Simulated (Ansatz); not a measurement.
Results of the Gaussian-basis code of Ansatz.

A structure relaxed at PBE0-D4/def2-TZVP, charge 0, multiplicity 1:

```xyz
17

C    -1.3038   -1.0767    1.2793
Al   -0.0694   -0.5409   -0.1639
C    -0.8182   -0.1551   -1.9483
C     1.8234   -1.0835   -0.0340
As    0.2650    2.0510    0.6232
H    -1.5865   -2.1291    1.1566
H    -2.2356   -0.5021    1.2785
H    -0.8585   -0.9882    2.2755
H    -1.0393   -1.0935   -2.4710
H    -0.1276    0.4025   -2.5891
H    -1.7577    0.4051   -1.9040
H     2.4766   -0.5151   -0.7038
H     1.9292   -2.1380   -0.3161
H     2.2247   -0.9912    0.9804
H    -0.4176    2.5761    1.8643
H     1.6377    2.5882    0.9532
H    -0.1425    3.1906   -0.2809
```

Question: Give its formula and SMILES.

Answer: C3H12AlAs, `[CH3][Al-]([CH3])([CH3])[AsH3+]`.

Question: Point group (tolerance 0.08 Å, 0.16 Å for H)?

Answer: C3v.

Question: Summarise the bond lengths by kind.

Answer: 3 × Al–C 1.973 Å; 9 × C–H 1.095 to 1.097 Å; 1 × Al–As 2.729 Å; 3 × As–H 1.511 Å.
